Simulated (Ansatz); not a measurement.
`N#[C][Ge]([Cl])([Cl])[C]#N` + HCl → `N#[C][Ge]([Cl])([Cl])[Cl]` + `C#N` at 400 K and 1 bar (ligand exchange at a Ge–C bond).

Program: Ansatz. Geometries: PBE0-D4/def2-TZVP. ΔE: electronic, gas phase. CBS: MP2 limit from def2 TZ/QZ plus the TZ coupled-cluster correction, frozen cores. This one scheme is used for every species. For Ge outer-core shells are correlated without core-valence functions, which leaves a few kJ/mol of doubt a bond. Scalar relativity is left out up to krypton.

```csv
species,CCSD(T)/CBS energy (Eh),H − E (kJ/mol),S (J/(mol·K))
`N#[C][Ge]([Cl])([Cl])[C]#N`,-3181.22090,89.7,431.4
HCl,-460.38127,29.6,195.4
`N#[C][Ge]([Cl])([Cl])[Cl]`,-3548.30650,68.0,408.7
`C#N`,-93.32098,56.1,211.9
```

H − E and S are ideal-gas, rigid-rotor, harmonic terms from PBE0-D4/def2-TZVP. 1 Eh = 2625.50 kJ/mol, R = 8.31446 J/(mol·K).

Task: By hand: ΔE, ΔH, ΔS and ΔG.

Result: ΔE = (-3548.30650) + (-93.32098) − (-3181.22090) − (-460.38127) = -0.02531 Eh = -66.5 kJ/mol. Δ(H − E) = 68.0 + 56.1 − 89.7 − 29.6 = 4.8, so ΔH = -61.7 kJ/mol. ΔS = 408.7 + 211.9 − 431.4 − 195.4 = -6.2 J/(mol·K). ΔG = -61.7 − 400 × (-6.2)/1000 = -59.2 kJ/mol.

Task: By hand: the equilibrium constant, and the temperature at which ΔG would vanish if ΔH and ΔS stayed fixed.

Result: log₁₀ K = −ΔG/(RT ln 10) = 7.7. ΔG = 0 at ΔH/ΔS = 9952 K, far beyond where these terms or the molecules hold.

The number of gas molecules stays the same, so ΔS is small and ΔH decides. A doubt of 5 kJ/mol in ΔE shifts log₁₀ K by 0.7 here. These are equilibria of isolated gas molecules and say nothing of rates. Largest T1 diagnostic: 0.014 (customary marks: 0.02 for closed shells, 0.045 for open ones).
